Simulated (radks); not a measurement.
The arsenic ion As3+ is in [Ar] 3d10 4s2. Method: non-relativistic Kohn-Sham, PBE, spin-polarised, spherical densities, point nucleus; computed with a radial shooting solver on a logarithmic mesh with Libxc functionals. Open shells are filled with parallel spins first. One electron is removed from 3d, 3p, 4s, 3s in turn, with full relaxation. Which removal costs least, and what does each cost?

Answer. 4s 49.470 eV; 3d 88.716 eV; 3p 179.87 eV; 3s 231.67 eV. The 4s electron leaves first.
